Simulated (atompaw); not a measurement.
**Rb (Z = 37): one change to a PAW (atompaw) potential, before and after**

```
Element                 : Rb (Z = 37)
Generator               : atompaw 4.2.0.5
Type                    : PAW
Functional              : PBE
Relativity              : scalar-relativistic
Frozen core             : [Ar] 3d10 4s2
Valence charge          : 7
Reference configuration : 4p6 4d0 5s0.75 5p0 (charge +0.25)
Partial waves           : 5s (bound): rc 3.00 bohr; 5s channel at 0.35 Ry: rc 3.00 bohr; 4p (bound): rc 2.70 bohr; 5p (bound, empty): rc 3.00 bohr; 4d (bound, empty): rc 3.00 bohr; 4d channel at 1.55 Ry: rc 3.00 bohr
Local potential         : troulliermartins scheme with l = 3 at 0.5 Ry, radius 2.95 bohr
Core correction         : smooth core density matched at 2.95 bohr
Augmentation charge     : gaussian compensation charge, radius 2.50 bohr; PAW radius 3.00 bohr; waves and projectors: custom polynom2 7 10 vanderbiltortho
```

Change: wave 5s channel at 0.35 Ry: rc 3.00 bohr becomes 5s channel at 4.16 Ry: rc 3.00 bohr.

Cutoffs: the cutoffs (Ry, on a coarse ladder) from which the occupation-weighted sum of valence levels, in a spherical-Bessel basis at the reference potential, stays within 10 and 1 mRy of its value at 400 Ry; they do not see the model core or the augmentation charge, which bear on the density cutoff.

Task: What does the change do?

Result: The potential gets neither clearly harder nor softer (25 Ry and 50 Ry → 25 Ry and 50 Ry); the bound ghost in s disappears; the range in which the s phases agree narrows (upper end 3.1 → 0.2).

| quantity | base | changed |
| --- | --- | --- |
| cutoff, loose | 25 Ry | 25 Ry |
| cutoff, tight | 50 Ry | 50 Ry |
| bound ghosts | s | none |
| s: phases at 3.02 bohr within 0.05 rad from the reference energy up to (Ry; the scan ends near 5) | 3.1 | 0.2 |
| p: phases at 3.02 bohr within 0.05 rad from the reference energy up to (Ry; the scan ends near 5) | 0.6 | 0.6 |
| d: phases at 3.02 bohr within 0.05 rad from the reference energy up to (Ry; the scan ends near 5) | 2.6 | 2.6 |
| lowest overlap eigenvalue by channel | s 0.46, p 0.71, d 0.89 | s 0.53, p 0.71, d 0.89 |

 A true bound ghost makes a file unfit for plane-wave use even where its test errors are small: the radial tests pick states by their node count and pass the ghost by. The cutoffs see the waves, projectors and local potential, not the compensation charge or the core.
